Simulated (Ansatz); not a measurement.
Job for Ansatz (a quantum-chemistry and plane-wave program): R-CCSD(T)/def2-SVP on ClHSn (SMILES [Cl][SnH]), a point of a bond scan (R = 2.396 Å). Elements past Kr take the def2 small-core potentials; no spin–orbit coupling. The run froze 14 orbitals, filled d shells among them.

Ansatz 0.2 input:
```yaml
crystal:
  periodic: [false, false, false]
  atoms:
    - {symbol: Sn, position_ang: [-0.30483669, -0.30030482, 0.41765924]}
    - {symbol: H, position_ang: [-1.42233025, -0.94349575, -0.81898880]}
    - {symbol: Cl, position_ang: [0.98024499, 0.93874921, -1.18023370]}
basis:
  gaussian:
    orbitals: def2-SVP
    pivot_positions_ang: [[-0.30483669, -0.30030482, 0.41765924], [-1.42233025, -0.94349575, -0.81898880], [0.98024499, 0.93874921, -1.18023370]]
magnetization: {spin_polarized: false}
correlation: {method: ccsd_t, electrons: outside_noble_gas}
scf: {lower_state_search: off}
output: {orbitals: {seedname: ./end}}
```

Question: What total energy does the run end on?

Answer: -673.5480 hartree (reference determinant -673.3167, T1 diagnostic 0.015).
